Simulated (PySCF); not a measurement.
Sn(F)(NH2), SMILES [NH2][Sn][F] (H2FNSn), singlet (CAM-B3LYP/def2-SVP optimised geometry):

```
5

Sn    -0.535    -1.300     0.000
F      1.424    -1.300     0.000
N     -0.593     0.716     0.000
H      0.260     1.271     0.001
H     -1.424     1.300     0.001
```

Calculation: PySCF 2.14.0 with CAM-B3LYP/def2-TZVP, def2 effective core potentials past Kr.

**Question.** What are the frontier orbital energies and the dipole moment?

**Answer.** HOMO-2 -11.59 eV, HOMO-1 -9.04 eV, HOMO -8.93 eV, LUMO -1.00 eV, LUMO+1 0.36 eV; dipole moment 3.03 D.

On the same geometry PBE/def2-TZVP, def2 effective core potentials past Kr (PySCF) gives HOMO-2 -8.11 eV, HOMO-1 -6.58 eV, HOMO -6.21 eV, LUMO -2.55 eV, LUMO+1 -1.12 eV; dipole moment 2.83 D.
